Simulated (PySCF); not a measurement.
C3H3, SMILES C([CH2])#C (connectivity only; charge and spin as stated), charge +1, multiplicity 1.

Geometry optimised at PBE0-D3(BJ)/def2-TZVP. The multiplicity is an assumed one; other spin states were not compared. The isomer is the one that the SMILES or the coordinates give; other isomers of the formula were not compared.

The numbers are results of PySCF with M06-2X/def2-TZVPD, not measurements.

Symmetry labels are those of the subgroup C2v that the program uses (full group C2v).

Computed valence orbital energies around the gap with their symmetry:
| orbital | symmetry | energy (eV) |
|---|---|---|
| HOMO−7 | A1 | -294.57 |
| HOMO−6 | A1 | -32.06 |
| HOMO−5 | A1 | -29.19 |
| HOMO−4 | A1 | -24.00 |
| HOMO−3 | A1 | -22.47 |
| HOMO−2 | B2 | -21.85 |
| HOMO−1 | B1 | -18.00 |
| HOMO | B2 | -16.67 |
| LUMO | B1 | -10.09 |
| LUMO+1 | B2 | -5.15 |
| LUMO+2 | A1 | -4.06 |
| LUMO+3 | B1 | -3.40 |
